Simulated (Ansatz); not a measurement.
`BCO[SiH3]` + H₂ → `CO[SiH3]` + BH₃ at 700 K and 1 bar (hydrogenolysis of a C–B bond).

Program: Ansatz. Geometries: PBE0-D4/def2-TZVP. ΔE: electronic, gas phase. CCSD(T)/CBS adds triple-zeta CCSD(T) − MP2 to the extrapolated MP2 energy (def2 sets, frozen cores). This one scheme is used for every species. One conformer a species, not always the lowest.

| species | CCSD(T)/CBS energy (Eh) | H − E (kJ/mol) | S (J/(mol·K)) |
| --- | --- | --- | --- |
| `BCO[SiH3]` | -431.30140 | 277.7 | 446.6 |
| H₂ | -1.17544 | 46.8 | 155.3 |
| `CO[SiH3]` | -405.93001 | 235.1 | 385.6 |
| BH₃ | -26.55200 | 96.5 | 225.0 |

H − E and S are ideal-gas, rigid-rotor, harmonic terms from PBE0-D4/def2-TZVP, for one conformer and one mirror image of each species. For small species the MP2-based limit differs from directly extrapolated CCSD(T) by up to some mEh (0.8 for H₂); such offsets cancel only in part. 1 Eh = 2625.50 kJ/mol, R = 8.31446 J/(mol·K).

By hand: ΔE, ΔH, ΔS and ΔG.

ΔE = (-405.93001) + (-26.55200) − (-431.30140) − (-1.17544) = -0.00517 Eh = -13.6 kJ/mol. Δ(H − E) = 235.1 + 96.5 − 277.7 − 46.8 = 7.1, so ΔH = -6.5 kJ/mol. ΔS = 385.6 + 225.0 − 446.6 − 155.3 = 8.7 J/(mol·K). ΔG = -6.5 − 700 × (8.7)/1000 = -12.6 kJ/mol.

By hand: the equilibrium constant, and the temperature at which ΔG would vanish if ΔH and ΔS stayed fixed.

log₁₀ K = −ΔG/(RT ln 10) = 0.9. ΔH and −TΔS have one sign here, so there is no such temperature.

TΔS isn't small against ΔH here. A doubt of 5 kJ/mol in ΔE shifts log₁₀ K by 0.4 here. Other conformers and mirror images would add mixing entropy, several J/(mol·K) or more a flexible species. Modes under 60 cm⁻¹, often nearly free rotors, make the harmonic entropy too high. These are equilibria of isolated gas molecules and say nothing of rates. Largest T1 diagnostic: 0.011 (customary marks: 0.02 for closed shells, 0.045 for open ones).

ΔS is within the doubt of such terms, so its sign, and with it that verdict, could turn.
